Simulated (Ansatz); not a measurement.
Z-matrix (Å, degrees):
```
Si
Cl 1 2.043
Cl 1 2.043 2 109.4
Cl 1 2.043 2 109.4 3 -119.9
```

Charge 0, multiplicity 2.

**Question.** List the CAM-B3LYP/def2-TZVPP orbital energies in eV (Ansatz 0.2.0). (Estimate.)

**Answer.** The calculation gave: α occupied: -2765.05, -2765.05, -2765.05, -1804.18, -259.83, -259.83, -259.83, -198.90, -198.90, -198.90, -198.75, -198.75, -198.75, -198.73, -198.73, -198.73, -148.45, -103.82, -103.77, -103.77, -26.18, -25.18, -25.18, -16.78, -13.72, -13.72, -12.77, -11.84, -11.84, -11.22, -11.22, -10.81, -8.29. α empty: 1.16, 1.32, 1.32, 4.31, 4.85, 4.85, 4.92, 6.09. β occupied: -2765.03, -2765.03, -2765.03, -1804.08, -259.81, -259.81, -259.81, -198.84, -198.84, -198.84, -198.72, -198.72, -198.72, -198.71, -198.71, -198.71, -148.32, -103.68, -103.68, -103.57, -26.01, -25.03, -25.03, -16.29, -13.49, -13.49, -12.36, -11.68, -11.68, -11.12, -11.12, -10.76. β empty: -2.53, 1.23, 1.82, 1.82, 4.41, 4.87, 4.87, 5.10. ⟨S²⟩ = 0.753.
